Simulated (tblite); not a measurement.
Q: Write Cartesian coordinates for `C1C(C/C=C/C)=[C]1` [radical] as optimised with GFN2-xTB. (Doublet state.)

A: 
```xyz
16
C7H9 angstrom
C      2.4875    0.9023    0.0660
C      1.2980    0.1323   -0.3995
C      0.5349   -0.6173    0.3775
C     -0.6826   -1.3594   -0.0984
C     -1.8821   -0.7550    0.4842
C     -2.9832   -0.6120    1.1322
C     -2.5333    0.6899    0.5819
H      2.3512    1.9624   -0.1468
H      3.3823    0.5741   -0.4621
H      2.6429    0.7752    1.1344
H      1.0779    0.2132   -1.4572
H      0.7440   -0.7019    1.4359
H     -0.6323   -2.4099    0.2054
H     -0.7472   -1.3140   -1.1908
H     -3.0009    1.1048   -0.3038
H     -2.0646    1.4244    1.2266
```

Orientation and origin are arbitrary. Atoms count from 1 in this order. The 3-membered ring C5–C6–C7 has internal angles of 49.3° to 69.6°. C5 (carbon bonded to 3 C) has angles 161.5°, 137.4° and 61.1°. The C–C distances run from 1.286 Å (C5=C6, drawn double) to 1.588 Å (C5–C7, drawn single), a spread of 0.302 Å. Of the pairs four or more bonds apart, H11···H14 is among the closest relative to their van der Waals radii: 2.39 Å, 100 % of the sum of Bondi's values.

Bonds between heavy atoms (Å): C1–C2 1.491, C2=C3 1.322, C3–C4 1.503, C4–C5 1.464, C5=C6 1.286, C6–C7 1.483, C5–C7 1.588.

Computed geometry: GFN2-xTB, gas phase. This method treats the open shell by occupation alone, without spin polarisation.

Point group: C1 (no symmetry element, even within 0.4 Å). Its GFN2-xTB frequencies are all real (lowest 39 cm⁻¹). Torsions: C2–C3–C4–C5 -111°, C3–C4–C5–C6 -123°.

One conformer stands for the species.
